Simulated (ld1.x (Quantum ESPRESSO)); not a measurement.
**Scattering properties, TM potential for Co (Z = 27)**

* Element: Co (Z = 27)
* Generator: ld1.x (Quantum ESPRESSO) 7.5
* Type: norm-conserving Troullier–Martins (Kleinman–Bylander form)
* Functional: BP86
* Relativity: fully relativistic
* Frozen core: [Ne] 3s2
* Valence charge: 15
* Reference configuration: 3p6 3d7 4s0 4p0 (charge +2)
* Partial waves: 4s (bound, empty): rc 1.60 bohr; 3p (bound): rc 1.15 bohr; 3d (bound): rc 1.35 bohr
* Local potential: all-electron potential smoothed inside 0.90 bohr (lloc = -1)
* Core correction: a·sin(br)/r model core inside 0.55 bohr

Open shells are filled in proportion to 2j + 1 (rel_dist='average').

The phase is arctan(r·u′/u) with u = r·R(r), unwrapped; energies in Ry, scanned from -8 to 5 Ry. A pole is an energy at which the radial function vanishes at the test radius. The pseudo phase is shifted by a multiple of π to meet the all-electron one at the reference energy, and phase errors are pseudo minus all-electron; the curves can meet again beyond the range given. Levels narrower than the energy grid can be missing from the lists of poles.

Q: For each channel, where are the poles, and over which energies does the pseudopotential scatter like the atom?

A:

```tsv
channel	radius (bohr)	reference energy (Ry)	poles, all-electron	poles, pseudo	unbroken range about the reference energy with phases within 0.05 rad	phase error 1 Ry above the reference energy (rad)
s	1.75	-1.53	none	2.83	-7.7 to -0.5	-0.043
p1/2	1.75	-6.32	-6.07	-6.07	the whole range	-0.000
p3/2	1.75	-6.19	-5.92	-5.92	the whole range	-0.000
d3/2	1.75	-2.00	-1.39	-1.39	below 1.9	+0.003
d5/2	1.75	-1.99	-1.37	-1.37	below 1.9	+0.003
```

Note: ghost state, extra bound levels that the all-electron valence spectrum of the same l lacks: s at -174.2 eV. A true bound ghost makes a file unfit for plane-wave use.

Phases in the s channel:

```json
{"E (Ry)": "-8.00", "all-electron": "1.396", "pseudo": "1.333"}
{"E (Ry)": "-7.52", "all-electron": "1.367", "pseudo": "1.322"}
{"E (Ry)": "-7.04", "all-electron": "1.345", "pseudo": "1.310"}
{"E (Ry)": "-6.56", "all-electron": "1.325", "pseudo": "1.296"}
{"E (Ry)": "-6.08", "all-electron": "1.306", "pseudo": "1.281"}
{"E (Ry)": "-5.60", "all-electron": "1.285", "pseudo": "1.263"}
{"E (Ry)": "-5.12", "all-electron": "1.262", "pseudo": "1.242"}
{"E (Ry)": "-4.64", "all-electron": "1.234", "pseudo": "1.217"}
{"E (Ry)": "-4.16", "all-electron": "1.202", "pseudo": "1.186"}
{"E (Ry)": "-3.68", "all-electron": "1.161", "pseudo": "1.148"}
{"E (Ry)": "-3.20", "all-electron": "1.108", "pseudo": "1.098"}
{"E (Ry)": "-2.72", "all-electron": "1.038", "pseudo": "1.030"}
{"E (Ry)": "-2.24", "all-electron": "0.940", "pseudo": "0.935"}
{"E (Ry)": "-1.76", "all-electron": "0.793", "pseudo": "0.792"}
{"E (Ry)": "-1.28", "all-electron": "0.566", "pseudo": "0.565"}
{"E (Ry)": "-0.80", "all-electron": "0.216", "pseudo": "0.197"}
{"E (Ry)": "-0.32", "all-electron": "-0.234", "pseudo": "-0.299"}
{"E (Ry)": "0.16", "all-electron": "-0.644", "pseudo": "-0.747"}
{"E (Ry)": "0.64", "all-electron": "-0.927", "pseudo": "-1.044"}
{"E (Ry)": "1.12", "all-electron": "-1.107", "pseudo": "-1.231"}
{"E (Ry)": "1.60", "all-electron": "-1.226", "pseudo": "-1.358"}
{"E (Ry)": "2.08", "all-electron": "-1.309", "pseudo": "-1.452"}
{"E (Ry)": "2.56", "all-electron": "-1.370", "pseudo": "-1.530"}
{"E (Ry)": "3.04", "all-electron": "-1.417", "pseudo": "-1.604"}
{"E (Ry)": "3.52", "all-electron": "-1.454", "pseudo": "-1.683"}
{"E (Ry)": "4.00", "all-electron": "-1.484", "pseudo": "-1.783"}
{"E (Ry)": "4.48", "all-electron": "-1.510", "pseudo": "-1.937"}
{"E (Ry)": "4.96", "all-electron": "-1.532", "pseudo": "-2.241"}
```
